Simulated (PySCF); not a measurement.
# Correlation energy of N (nitrogen, neutral)

[He] 2s2 2p3, high-spin 4S determinant. Computed with PySCF 2.14 in def2-SVP, with the non-relativistic Hamiltonian (point nucleus). Frozen: 1s2; 5 electrons correlated.

MP2 pair energies summed by pair of shells (mhartree):

```
 pair  energy  share (%)
2s-2p  -44.37       63.8
2p-2p  -17.60       25.3
2s-2s   -7.62       11.0
```

Total MP2 correlation energy: -69.59 mhartree.

Same-spin part -21.21 and opposite-spin part -48.38 mhartree; SCS-MP2 scales them by 1/3 and 6/5 to -65.12 mhartree.

```
  level  correlation energy (mhartree)
   CCSD                         -84.47
    (T)                          -0.71
CCSD(T)                         -85.18
```

Diagnostics: T1 = 0.0043, D1 = 0.0115, largest double amplitude 0.036.

Cost of the coupled-cluster step: 0.08 s of wall time on 1 thread of Neoverse-V1 (shared host), for 5 correlated electrons.
